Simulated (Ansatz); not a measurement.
Geometry optimisation, Ansatz, RKS B3LYP/def2-SVP.

Input file:

```yaml
crystal:
  periodic: [false, false, false]
  atoms:
    - { symbol: Al, position_ang: [0.038744, 0.515276, -0.422068] }
    - { symbol: Cl, position_ang: [0.157429, -0.003176, 2.959295] }
    - { symbol: F, position_ang: [1.525728, -0.09458, -0.821267] }
    - { symbol: O, position_ang: [-1.384069, -0.314516, -0.71735] }
    - { symbol: Si, position_ang: [-2.715953, -1.301479, -0.83842] }
    - { symbol: H, position_ang: [-2.556339, -2.480963, 0.061104] }
    - { symbol: H, position_ang: [-3.937908, -0.544376, -0.444013] }
    - { symbol: H, position_ang: [-2.860636, -1.769231, -2.245994] }
    - { symbol: Br, position_ang: [-0.005873, 2.752881, 0.359866] }
    - { symbol: H, position_ang: [0.088578, 1.307164, 2.698747] }
basis:
  gaussian: { orbitals: def2-SVP }
hamiltonian:
  xc: b3lyp
relax:
  f_tol: 0.03
  max_steps: 50
```

Command:

```bash
$ ansatz run input.yaml --threads 4 --pin off --max-ram 5120MiB --backend cpu --events-out ev --progress --plain --runs-dir out
```

Question: Where does it end, and by what steps?

Answer: It converged. After 12 steps the energy has fallen by 0.273 eV; Cl2 moved furthest, 0.52 Å. Joined: Al1–Cl2 (3.42 → 2.61 Å).

| step | energy less start (eV) | largest force component (eV/Å) | accepted |
| --- | --- | --- | --- |
| 0 | 0.0000 | 1.114 | yes |
| 1 | -0.1329 | 0.832 | yes |
| 2 | -0.1946 | 1.005 | yes |
| 3 | -0.2333 | 1.152 | yes |
| 4 | -0.2414 | 0.595 | yes |
| 5 | -0.2603 | 0.465 | yes |
| 6 | -0.2661 | 0.221 | yes |
| 7 | -0.2675 | 0.124 | yes |
| 8 | -0.2693 | 0.090 | yes |
| 9 | -0.2712 | 0.122 | yes |
| 10 | -0.2715 | 0.112 | yes |
| 11 | -0.2725 | 0.032 | yes |
| 12 | -0.2726 | 0.019 | yes |

```xyz
10
Properties=species:S:1:pos:R:3
Al -0.012 0.509 -0.095
Cl 0.270 0.017 2.450
F 1.466 -0.082 -0.576
O -1.406 -0.382 -0.414
Si -2.720 -1.299 -0.815
H -2.733 -2.554 -0.006
H -3.976 -0.543 -0.542
H -2.682 -1.662 -2.262
Br -0.146 2.763 0.200
H 0.289 1.302 2.650
```

Whether the end is a true minimum wasn't checked by a vibrational analysis.

Time of the run: 46 s on 4 threads of Arm Neoverse V2, on a shared host, peak memory 0.38 GiB.
